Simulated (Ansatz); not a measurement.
`Cl[SiH2]N[SiH2]Cl` at its PBE0-D4/def2-TZVP geometry, where that method's forces vanish. The species carries charge 0 and has multiplicity 1.

```csv
atom,x (Å),y (Å),z (Å)
Cl1,0.224,-0.049,-3.033
Si2,0.826,-0.615,-1.147
N3,-0.436,-0.475,0.005
Si4,-0.670,0.785,1.145
Cl5,-0.026,0.261,3.029
H6,1.261,-2.023,-1.264
H7,1.916,0.295,-0.739
H8,-1.119,-1.220,0.015
H9,-2.110,1.095,1.279
H10,0.133,1.946,0.711
```

**Question.** For each bond, give half the difference of the two atoms' forces along it (eV/Å; positive pushes the atoms apart) under PBE-D4, r2SCAN-D4, B3LYP-D4, ωB97M-V in def2-TZVPP. (Best estimate.)

**Answer.** Ansatz gave: 
| bond | length (Å) | PBE-D4 | r2SCAN-D4 | B3LYP-D4 | ωB97M-V |
| --- | --- | --- | --- | --- | --- |
| Cl1–Si2 | 2.059 | 0.14 | 0.05 | 0.22 | 0.08 |
| Si2–N3 | 1.715 | 0.09 | 0.02 | 0.07 | 0.09 |
| Si2–H6 | 1.478 | 0.04 | -0.04 | -0.14 | -0.17 |
| Si2–H7 | 1.477 | 0.04 | -0.03 | -0.12 | -0.15 |
| N3–Si4 | 1.715 | 0.09 | 0.03 | 0.07 | 0.09 |
| N3–H8 | 1.011 | 0.17 | 0.02 | -0.03 | -0.03 |
| Si4–Cl5 | 2.059 | 0.14 | 0.05 | 0.22 | 0.08 |
| Si4–H9 | 1.479 | 0.04 | -0.04 | -0.14 | -0.17 |
| Si4–H10 | 1.477 | 0.04 | -0.03 | -0.12 | -0.15 |

B3LYP here is the variant with VWN-RPA as its local correlation; programs differ in this.
